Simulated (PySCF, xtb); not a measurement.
2-pyrimidin-2-yl-1,3-thiazole (C₇H₅N₃S), SMILES c1cnc(-c2nccs2)nc1.

GFN2-xTB (xtb) at its own geometry gives an orbital gap of 2.07 eV and a dipole moment of 1.56 D.

The structure is a stationary point at B3LYP-D3(BJ)/def2-SVP. Other conformers were not sampled.

### Question
What does HF/def2-SVP (PySCF) give? (The exact figures need the calculation; the answer reports its results.)

### Answer
gap 10.32 eV (levels -8.80 and 1.52 eV), dipole 2.35 D.
